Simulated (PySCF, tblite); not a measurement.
Compound: C5H8FNO.
Cartesian coordinates in Å at the GFN2-xTB level; atoms count from 1:
```
atom  x, y, z in Å
C1    -2.5872    0.6241   -0.3560
C2    -1.9130   -0.3531    0.2151
F3    -2.2611   -0.7793    1.4573
C4    -0.7145   -1.0797   -0.3225
N5     0.5089   -0.5906    0.2801
C6     1.3628    0.2259   -0.3876
C7     2.5230    0.7023    0.4595
O8     1.2085    0.5169   -1.5523
H9    -3.4220    1.0924    0.1343
H10   -2.3105    0.9755   -1.3312
H11   -0.8157   -2.1512   -0.1203
H12   -0.6260   -0.9059   -1.3964
H13    0.6267   -0.7346    1.2705
H14    2.1564    1.3360    1.2645
H15    3.0498   -0.1444    0.8933
H16    3.2063    1.2743   -0.1608
```

The calculation used PBE0/pcSseg-1 in PySCF (dipole) on a GFN2-xTB geometry, gas phase.

Masses are those of the commonest isotopes; rigid-rotor values at the optimised geometry. The values belong to one conformer with, in the numbering `[CH2:1]=[C:2]([F:3])[CH2:4][NH:5][C:6]([CH3:7])=[O:8]`, C1–C2–C4–N5 101°, C2–C4–N5–C6 -104°, C4–N5–C6–C7 176°.

Task: Give the principal moments of inertia and the rotational constants in GHz.

Result: Ia = 127.22, Ib = 451.56, Ic = 503.94 u·Å²; 505379 MHz·u·Å²/I gives 3972, 1119 and 1003 MHz, that is A = 3.9724, B = 1.1192, C = 1.0029 GHz.

Task: Classify the top.

Result: A near-prolate asymmetric top; Ray's κ = -0.922.

Task: What does the inertial defect say?

Result: Not planar: Δ = Ic − Ia − Ib = -74.84 u·Å². For a rigid frame Δ = −2 Σ m c², so Σ m c² = 37.42 u·Å² lies off the ab plane: 10.95 from hydrogen and 26.47 from heavier atoms. The atom farthest from that plane is 1.87 Å away.

Task: Give the other two planar moments, Paa and Pbb, and the rms extents of the mass along the axes.

Result: Paa = Σ m a² = (Ib + Ic − Ia)/2 = 414.14 and Pbb = Σ m b² = (Ia + Ic − Ib)/2 = 89.80 u·Å². With the mass M = 117.06 u, the rms extents √(P/M) along a, b and c are 1.88, 0.88, 0.57 Å.

Task: Where do the levels up to J = 3 lie, in K?

Result: Above 0(0,0), as E/k:
J = 1: 1(0,1) 0.102, 1(1,1) 0.239, 1(1,0) 0.244
J = 2: 2(0,2) 0.305, 2(1,2) 0.437, 2(1,1) 0.454, 2(2,1) 0.864, 2(2,0) 0.865
J = 3: 3(0,3) 0.610, 3(1,3) 0.734, 3(1,2) 0.767, 3(2,2) 1.170, 3(2,1) 1.171, 3(3,1) 1.869, 3(3,0) 1.869
The levels of one J sum to (2J + 1)J(J + 1)(A + B + C)/3.

Task: Predict some low-J microwave lines.

Result: The dipole components are |μa| = 0.21 D, |μb| = 2.31 D, |μc| = 0.17 D. The squared components, which scale the intensities, stand as 0.01 : 1.00 : 0.01 (a : b : c). Some lines, for components of 0.1 D or more:

```
type  branch         J(Ka,Kc)    MHz  lower level (cm⁻¹)
   a       R  3(1,2) ← 2(1,1)   6538               0.315
   a       R  4(3,2) ← 3(3,1)   8495               1.299
   c       R  3(1,2) ← 2(0,2)   9628               0.212
   a       R  5(3,2) ← 4(3,1)  10623               1.582
   c       R  4(1,3) ← 3(0,3)  11989               0.424
   b       R  5(1,5) ← 4(0,4)  12678               0.706
   b       Q  4(3,2) ← 4(2,3)  14569               1.096
   c       R  4(2,3) ← 3(1,3)  17571               0.510
   b       Q  5(4,1) ← 5(3,2)  20368               1.937
   b       R  3(3,1) ← 2(2,0)  20922               0.601
   b       R  4(3,1) ← 3(2,2)  23055               0.813
   c       R  5(3,3) ← 4(2,3)  25190               1.096
   b       R  5(4,1) ← 4(3,2)  30992               1.582
   c       R  5(5,1) ← 4(4,1)  36813               2.262
```

Its GFN2-xTB frequencies are all real (lowest 22 cm⁻¹). Constants of a rigid frame at the computed geometry: no zero-point averaging, no centrifugal distortion. A rigid rotor knows nothing of internal rotation, which can split or shift real lines. Quadrupole hyperfine structure (14N) is left out.
